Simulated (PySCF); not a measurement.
TlF₂⁻: fields on a plane

These are results of PBE0 in PySCF with Tl def2-TZVPD with ECP60, F def2-TZVPD; scalar-relativistic core potentials, no spin–orbit coupling; density-fitted integrals, not measurements.

The singlet minimum has Tl–F 2.209 Å (×2); F–Tl–F 100.5°.

The plane holds Tl1 at (0.00, 0.00), F2 at (2.21, 0.00), F3 at (-0.40, 2.17) Å. Columns run from x = -2.55 to 4.65 Å, rows from y = 4.35 (top) to -1.95 Å, in steps of 0.3 Å. Other isomers or separated fragments may lie lower. Core electrons replaced by a potential are absent, the electrostatic potential uses the reduced nuclear charge, and values within about 0.7 Å of such atoms have no physical meaning.

Question: Give the highest occupied orbital (Å^-3/2) at -2.04 eV (cut at ±0.3; overall sign arbitrary). Lower edges of the bins (Å^-3/2): '0' -0.300, '1' -0.240, '2' -0.180, '3' -0.120, '4' -0.060, '5' 0.000, '6' 0.060, '7' 0.120, '8' 0.180, '9' 0.240; top 0.30.

Answer: 
```
5555555555555555555555555
5555555555555555555555555
5555555555555555555555555
5555556666555555555555555
5555567776655555555555555
5555568997655555555555555
5555569998655555555555555
5555556996555555555555555
5554420002445555555555555
5554420002445555555555555
5555432123445555555555555
5555555555555445566555555
5556677776655444677665555
5566789865665312899765555
5567899544665200999765555
5667899213675200499765555
5667899514885300277665555
5667789989986432356655555
5566788999876544455555555
5566677888776554455555555
5556667777766555555555555
5555666666665555555555555
```

Question: Give the electron density (e/Å³) (cut at 5 e/Å³). Lower edges of the bins (e/Å³): '_' 0.000, '.' 0.030, ':' 0.076, '-' 0.151, '=' 0.268, '+' 0.455, '*' 0.750, '#' 1.218, '%' 1.960, '@' 3.136; top 5.00, each point printed twice.

Answer: 
```
__________________________________________________
__________________________________________________
__________________________________________________
____________........______________________________
________..::------::..____________________________
______..::==**##**==::..__________________________
______..--**@@@@@@##==::__________________________
______..==##@@@@@@%%++::..________________________
______..==##@@@@@@%%==::..________________________
______..--++##%%%%**==::..________________________
______..::--++++++==--::............______________
________..::==++++++==--::..::----::....__________
______..::--++##%%%%##++----==++**++--::__________
______..::==##@@@@@@@@##====**@@@@%%++--..________
______..--++%%@@####@@%%++++%%@@@@@@##==..________
______..--++%%@@%%##@@%%++++%%@@@@@@##==..________
______..--==##@@@@@@@@##====**@@@@%%++--..________
______..::--++##%%%%##++----==++**++--::__________
______....::--==++++==--::::::----::::..__________
________....::------::::............______________
__________......::......__________________________
________________..________________________________
```

The lowest empty level of this anion is unbound, so it and the gap depend on the basis. No spin–orbit coupling is included, which matters more the heavier the element.
